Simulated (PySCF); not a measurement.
**Two-component Hartree-Fock for Cs (caesium, neutral)**

Start: [Xe] 6p1; 6p3/2 filled at m_j = +3/2. Calculated with PySCF 2.14 in x2c-TZVPall-2c (11s11p9d1f, 96 functions): generalised Hartree-Fock with the X2C-1e Hamiltonian and a Gaussian nucleus; one run each with spin-orbit coupling (SO) switched off, then screened by Boettger's factors. This is a chosen level, not necessarily the ground level.

```json
{"spinor shell": "1s1/2", "electrons": "2", "ε, spin-free (eV)": "-36160.7", "ε, screened SO (eV)": "-36156.6", "weight of nominal j (screened SO)": "1.000", "rms radius, screened SO (bohr)": "0.0298"}
{"spinor shell": "2s1/2", "electrons": "2", "ε, spin-free (eV)": "-5777.5", "ε, screened SO (eV)": "-5776.3", "weight of nominal j (screened SO)": "1.000", "rms radius, screened SO (bohr)": "0.121"}
{"spinor shell": "2p1/2", "electrons": "2", "ε, spin-free (eV)": "-5175.7", "ε, screened SO (eV)": "-5421.5", "weight of nominal j (screened SO)": "1.000", "rms radius, screened SO (bohr)": "0.105"}
{"spinor shell": "2p3/2", "electrons": "4", "ε, spin-free (eV)": "-5175.7", "ε, screened SO (eV)": "-5066.1", "weight of nominal j (screened SO)": "1.000", "rms radius, screened SO (bohr)": "0.110"}
{"spinor shell": "3s1/2", "electrons": "2", "ε, spin-free (eV)": "-1246.6", "ε, screened SO (eV)": "-1246.2", "weight of nominal j (screened SO)": "1.000", "rms radius, screened SO (bohr)": "0.318"}
{"spinor shell": "3p1/2", "electrons": "2", "ε, spin-free (eV)": "-1048.4", "ε, screened SO (eV)": "-1096.7", "weight of nominal j (screened SO)": "1.000", "rms radius, screened SO (bohr)": "0.310"}
{"spinor shell": "3p3/2", "electrons": "4", "ε, spin-free (eV)": "-1048.4", "ε, screened SO (eV)": "-1026.6", "weight of nominal j (screened SO)": "1.000", "rms radius, screened SO (bohr)": "0.322"}
{"spinor shell": "3d3/2", "electrons": "4", "ε, spin-free (eV)": "-757.81", "ε, screened SO (eV)": "-766.40", "weight of nominal j (screened SO)": "1.000", "rms radius, screened SO (bohr)": "0.294"}
{"spinor shell": "4s1/2", "electrons": "2", "ε, spin-free (eV)": "-254.91", "ε, screened SO (eV)": "-254.83", "weight of nominal j (screened SO)": "1.000", "rms radius, screened SO (bohr)": "0.738"}
{"spinor shell": "4p1/2", "electrons": "2", "ε, spin-free (eV)": "-188.85", "ε, screened SO (eV)": "-198.78", "weight of nominal j (screened SO)": "1.000", "rms radius, screened SO (bohr)": "0.770"}
{"spinor shell": "4p3/2", "electrons": "4", "ε, spin-free (eV)": "-188.85", "ε, screened SO (eV)": "-184.37", "weight of nominal j (screened SO)": "1.000", "rms radius, screened SO (bohr)": "0.796"}
{"spinor shell": "4d3/2", "electrons": "4", "ε, spin-free (eV)": "-89.576", "ε, screened SO (eV)": "-91.014", "weight of nominal j (screened SO)": "1.000", "rms radius, screened SO (bohr)": "0.896"}
{"spinor shell": "4d5/2", "electrons": "6", "ε, spin-free (eV)": "-89.576", "ε, screened SO (eV)": "-88.565", "weight of nominal j (screened SO)": "1.000", "rms radius, screened SO (bohr)": "0.907"}
{"spinor shell": "5s1/2", "electrons": "2", "ε, spin-free (eV)": "-36.704", "ε, screened SO (eV)": "-36.713", "weight of nominal j (screened SO)": "1.000", "rms radius, screened SO (bohr)": "1.88"}
{"spinor shell": "5p1/2", "electrons": "2", "ε, spin-free (eV)": "-19.613", "ε, screened SO (eV)": "-20.895", "weight of nominal j (screened SO)": "1.000", "rms radius, screened SO (bohr)": "2.16"}
{"spinor shell": "5p3/2", "electrons": "4", "ε, spin-free (eV)": "-19.613", "ε, screened SO (eV)": "-19.066", "weight of nominal j (screened SO)": "1.000", "rms radius, screened SO (bohr)": "2.25"}
{"spinor shell": "6p3/2", "electrons": "1", "ε, spin-free (eV)": "-2.283", "ε, screened SO (eV)": "-2.266", "weight of nominal j (screened SO)": "1.000", "rms radius, screened SO (bohr)": "8.33"}
```

Task: Where does 3d5/2 lie, and what is the 3d spin-orbit splitting (screened SO)?

Result: At -751.75 eV, 14.654 eV above 3d3/2.

```
   quantity    spin-free  screened SO
E (hartree)  -7781.76477  -7784.49285
        M_J          3/2          3/2
       ⟨J²⟩        3.750        3.750
       ⟨L²⟩        2.000        2.034
       ⟨S²⟩        0.750        0.784
```

Breit and QED terms are absent; they matter most for the inner s and p1/2 levels.

Densities and radii are taken from the X2C orbitals without a picture-change correction, which distorts them close to the nucleus.

Without spin-orbit coupling the j labels of p, d and f shells carry no meaning; the spin-free column gives the mean over the occupied spinors of each nl shell.
